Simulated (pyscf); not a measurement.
**H₂In–SbH₂ (SMILES [InH2][SbH2]), singlet**

Gas-phase minimum from PySCF at ωB97X-D3(BJ)/def2-SVP, one conformer. 

```
In
H 1 1.7309
H 1 1.7309 2 119.95
Sb 1 2.7230 2 120.00 3 -177.57
H 4 1.7074 1 90.80 2 -45.12
H 4 1.7074 5 92.42 1 90.81
```
Charge 0, spin multiplicity 1.

Properties at ωB97X-D3(BJ)/def2-SVP:

| Quantity | Result |
|---|---|
| Harmonic wavenumbers, unscaled | 128, 200, 301, 390, 533, 541, 634, 866, 1809, 1812, 2002, 2006 cm⁻¹ |
| Zero-point energy | 16.0 kcal/mol |
| Rotational symmetry number | 1 |
| Entropy of this conformer at 298 K and 1 atm, rigid rotor and harmonic oscillator, modes under 100 cm⁻¹ raised to 100 | 324.9 J/(mol K) |
| Dipole moment | 0.25 D |

Single-point totals, which compare only within one level (frozen core for MP2 and CC):

```csv
level,total energy (hartree)
ωB97X-D3(BJ)/def2-TZVP,-432.93732
PBE/def2-TZVP,-432.75724
r²SCAN/def2-TZVP,-432.93269
B3LYP-D3(BJ)/def2-TZVP,-432.93614
PBE0-D3(BJ)/def2-TZVP,-432.77684
M06-2X/def2-TZVP,-432.59638
ωB97M-D3(BJ)/def2-TZVP,-432.84894
HF/def2-TZVPP,-430.77964
MP2/def2-TZVPP,-431.43425
CCSD/def2-TZVPP,-431.44204
CCSD(T)/def2-TZVPP,-431.46073
```

Soft torsions are taken as harmonic, which can shift the entropy by several J/(mol K). The CCSD(T) − MP2 part came from Ansatz, without density fitting, on the same reference. The frozen core leaves the outer d or s,p core shells of the metals and heavy elements correlated in the MP2 and CC values, and def2-TZVPP describes them poorly, so these totals are far from the basis limit. Elements past Kr carry the def2 core potentials, without spin-orbit coupling.
